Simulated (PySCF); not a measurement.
## Electron correlation in Kr³⁺ (krypton, charge +3)

[Ar] 3d10 4s2 4p3, high-spin 4S determinant. Calculation: PySCF 2.14, in Sapporo-DKH3-DZP-2012 (6s5p3d1f, 43 functions); the spin-free X2C one-electron Hamiltonian (Gaussian nucleus). Frozen: [Ar] 3d10; 5 electrons correlated.

MP2 pair energies summed by pair of shells (mhartree):

```
 pair  energy  share (%)
4s-4p  -41.38       66.5
4p-4p  -15.22       24.5
4s-4s   -5.59        9.0
```

Total MP2 correlation energy: -62.19 mhartree.

Same-spin part -16.66 and opposite-spin part -45.53 mhartree; SCS-MP2 scales them by 1/3 and 6/5 to -60.19 mhartree.

```json
{"level": "CCSD", "correlation energy (mhartree)": "-76.81"}
{"level": "(T)", "correlation energy (mhartree)": "-0.69"}
{"level": "CCSD(T)", "correlation energy (mhartree)": "-77.50"}
```

Diagnostics: T1 = 0.00072, D1 = 0.0012, largest double amplitude 0.058.

Cost of the coupled-cluster step: 0.5 s of wall time on 1 thread of Neoverse-N1 (shared host), for 5 correlated electrons.

Iterations:

```
CC2 = 0
CCSD nocc = (np.int64(4), np.int64(1)), nmo = (29, 29)
frozen orbitals [[0, 1, 2, 3, 4, 5, 6, 7, 8, 9, 10, 11, 12, 13], [0, 1, 2, 3, 4, 5, 6, 7, 8, 9, 10, 11, 12, 13]]
max_cycle = 100
direct = 0
conv_tol = 1e-08
conv_tol_normt = 1e-06
diis_space = 8
diis_start_cycle = 0
Init t2, MP2 energy = -0.0621942157094979
Init E_corr(UCCSD) = -0.0621942157097371
cycle = 1  E_corr(UCCSD) = -0.0736999568627511  dE = -0.0115057412  norm(t1,t2) = 0.031776
cycle = 2  E_corr(UCCSD) = -0.0760400620386912  dE = -0.00234010518  norm(t1,t2) = 0.00813441
cycle = 3  E_corr(UCCSD) = -0.0768219340820138  dE = -0.000781872043  norm(t1,t2) = 0.00254217
cycle = 4  E_corr(UCCSD) = -0.0768092257818114  dE = 1.27083002e-05  norm(t1,t2) = 0.00023602
cycle = 5  E_corr(UCCSD) = -0.0768092952651928  dE = -6.94833814e-08  norm(t1,t2) = 1.10189e-05
cycle = 6  E_corr(UCCSD) = -0.076809166758715  dE = 1.28506478e-07  norm(t1,t2) = 1.62739e-06
cycle = 7  E_corr(UCCSD) = -0.0768092242201614  dE = -5.74614463e-08  norm(t1,t2) = 1.97409e-07
cycle = 8  E_corr(UCCSD) = -0.0768092184181216  dE = 5.80203981e-09  norm(t1,t2) = 3.49559e-08
UCCSD converged
E(UCCSD) = -2785.583889000297  E_corr = -0.07680921841812158
UCCSD(T) correction = -0.000694162471478368
```
